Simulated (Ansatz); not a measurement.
```yaml
crystal:
  periodic: [false, false, false]
  atoms:
    - {symbol: C, position_ang: [0.816094, -1.706326, -0.630015]}
    - {symbol: C, position_ang: [1.531855, -0.318155, -0.226782]}
    - {symbol: Ge, position_ang: [0.176793, 1.138655, -0.510570]}
    - {symbol: Ga, position_ang: [-1.732465, 0.595517, -1.858485]}
    - {symbol: O, position_ang: [-0.185812, 1.610668, 1.373947]}
    - {symbol: C, position_ang: [-0.895122, 0.512444, 2.080851]}
    - {symbol: H, position_ang: [0.339999, -1.891524, -1.129808]}
    - {symbol: H, position_ang: [0.042235, -1.923486, 0.404661]}
    - {symbol: H, position_ang: [1.623629, -2.734660, -0.430019]}
    - {symbol: H, position_ang: [2.134019, -0.148393, 0.563347]}
    - {symbol: H, position_ang: [2.348885, -0.122343, -1.216483]}
    - {symbol: H, position_ang: [1.187370, 2.414807, -0.851064]}
    - {symbol: H, position_ang: [-3.087106, 0.780523, -1.227226]}
    - {symbol: H, position_ang: [-1.562901, 0.392434, -3.342644]}
    - {symbol: H, position_ang: [-1.178193, 1.052813, 2.972901]}
    - {symbol: H, position_ang: [-1.702701, 0.343280, 1.516334]}
    - {symbol: H, position_ang: [-0.174482, -0.254142, 2.180739]}
basis:
  gaussian: {orbitals: cc-pVTZ}
hamiltonian: {xc: {name: BHLYP}}
relax: {f_tol: 0.0001, max_steps: 2}
output: {forces: true}
```

```sh
$ ansatz run in.yaml --threads 2 --pin off --events-out ev --progress --plain --max-ram 22528MiB --backend cuda --devices 0, --max-vram 18GiB
```

Output, abridged:

```
Functional definition: BHLYP
2315 factors; their error is unknown
mean field evaluation 1: about -114213.3792 eV, gradient 6.8e1 eV
mean field evaluation 2: about -114191.3770 eV, gradient 1.2e2 eV
mean field evaluation 4: about -114223.4078 eV, gradient 5.9e0 eV
mean field evaluation 8: about -114223.5153 eV, gradient 2.3e-1 eV
mean field evaluation 16: about -114224.3223 eV, gradient 8.0e-3 eV
mean field -114224.32230672 eV, -4197.6664207454 hartree, gradient 2.5e-5 eV, S^2 0.000000; 0 other end points of the search recorded, 0 dependent functions left out
reference -114224.32255371 eV, -4197.6664298223 hartree; 50, 50 occupied and 310, 310 virtual orbitals, 2315 factors
relax step   1: F+E_penalty+E_count = -114224.32230672 eV  Δ(F+E_penalty+E_count) = +0.000e0 eV  max|allowed force component| = 3.786e1 eV/Å  Δτ_max = 0.0000 Å  (33 SCF iters, accepted)
2315 factors; their error is unknown
mean field -114232.88234578 eV, -4197.9809963788 hartree, gradient 1.6e-5 eV, S^2 0.000000; 0 other end points of the search recorded, 0 dependent functions left out
reference -114232.88258504 eV, -4197.9810051715 hartree; 50, 50 occupied and 310, 310 virtual orbitals, 2315 factors
relax step   2: F+E_penalty+E_count = -114232.88234578 eV  Δ(F+E_penalty+E_count) = -8.560e0 eV  max|allowed force component| = 2.279e0 eV/Å  Δτ_max = 0.2000 Å  (38 SCF iters, accepted)
Error: geometry relaxation did not converge after 2 steps: max|allowed force component| = 2.28e0 eV/Å (threshold 1.0e-4). Raise `relax.max_steps` over both its present limit and 2, loosen `relax.f_tol`, or start from a geometry closer to equilibrium. Where this run's directory can be resumed (`checkpoint.write`), a resume goes on for up to `relax.max_steps` more
```

In this input the relaxation is allowed too few steps for its threshold. The calculation stopped without meeting its thresholds.
